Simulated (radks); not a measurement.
Neutral titanium, configuration [Ar] 3d2 4s2 (the NIST ground configuration). Calculated with a radial shooting solver on a logarithmic mesh with Libxc functionals: scalar-relativistic Kohn-Sham, PBE, spin-polarised, spherical densities, finite nucleus; open shells are filled with parallel spins first; Fermi nuclear charge, rms radius 3.5921 fm.

Normalised radial functions P(r) = r R(r), r in bohr:

```
   r/bohr * 3s up, o 4s down (the largest magnitude, 1.09, reaches the edge; | marks zero, & curves that meet)
 0.005913                             |o *
 0.007761                             |o  *
  0.01019                             |o   *
  0.01337                             |o   *
  0.01755                             | o   *
  0.02304                             | o    *
  0.03024                             | o     *
  0.03969                             | o     *
   0.0521                             | o    *
  0.06838                             |o  *
  0.08975                             &
   0.1178                        *   o|
   0.1546                  *       o  |
   0.2046               *         o   |
   0.2686                *         o  |
   0.3525                        *   o|
   0.4627                             | o    *
   0.6073                             |    o              *
   0.7972                             |     o                    *
    1.046                             |  o                      *
    1.373                           o |                 *
    1.803                     o       |        *
    2.366                o            |  *
    3.106               o             |*
    4.077                 o           *
    5.351                     o       *
    7.024                         o   *
     9.22                            o*
     12.1                             &
```

3s up: eigenvalue -63.249 eV, 2 radial nodes at r = 0.0913, 0.400 bohr, <r> = 1.01 bohr, 90 % of the charge inside 1.51 bohr. 4s down: eigenvalue -4.174 eV, 3 radial nodes at r = 0.0910, 0.390, 1.25 bohr, <r> = 3.61 bohr, 90 % of the charge inside 5.46 bohr.
